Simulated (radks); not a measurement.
Results of a calculation; reference values are marked as such.
Spherical quantum dot in the effective-mass picture: electrons in a hard-walled sphere of radius 5.86, with a point charge +1 (a donor) at the centre, all in effective atomic units (hartree* = m*/eps^2 hartree, bohr* = eps/m* bohr), one dielectric constant everywhere. Level of theory: non-relativistic Kohn-Sham, LDA (Slater exchange, Perdew-Wang correlation), spin-polarised, spherical densities (a radial shooting solver with Libxc functionals). Levels are named by radial order and angular momentum (1s, 1p, 1d, 2s, ...), and open shells are averaged over m. Results are scaled to m* = 0.423 and eps = 5.3, for which hartree* = 409.8 meV and bohr* = 0.663 nm.

N = 4, configuration 1s2 1p(up 2, down 0). This is the lowest configuration that the search found. Occupied and some empty levels:

| level | occupation | eigenvalue (meV) | <r> (nm) |
|---|---|---|---|
| 1s up | 1 | 254.80 | 1.604 |
| 1s down | 1 | 265.75 | 1.483 |
| 1p up | 2 | 333.51 | 2.384 |
| 1p down | 0 | 352.99 | 2.379 |
| 2s up | 0 | 378.16 | 1.891 |
| 2s down | 0 | 388.73 | 1.986 |
| 1d up | 0 | 405.50 | 2.582 |
| 1d down | 0 | 425.29 | 2.588 |
| 1f up | 0 | 493.71 | 2.712 |
| 1f down | 0 | 513.12 | 2.719 |

Energy (meV): total 302.465, kinetic 448.31, external -791.59, Hartree 990.74, exchange-correlation -345.00.

Electron density:

| r (nm) | n(r) (e/nm^3) |
|---|---|
| 0.0853 | 0.7494 |
| 0.280 | 0.4259 |
| 0.475 | 0.2518 |
| 0.669 | 0.1570 |
| 0.864 | 0.1042 |
| 1.06 | 0.07437 |
| 1.25 | 0.05714 |
| 1.45 | 0.04683 |
| 1.64 | 0.04035 |
| 1.84 | 0.03582 |
| 2.03 | 0.03204 |
| 2.23 | 0.02833 |
| 2.42 | 0.02430 |
| 2.62 | 0.01988 |
| 2.81 | 0.01524 |
| 3.01 | 0.01066 |
| 3.20 | 0.006578 |
| 3.39 | 0.003328 |
| 3.59 | 0.001159 |
| 3.78 | 0.0001284 |
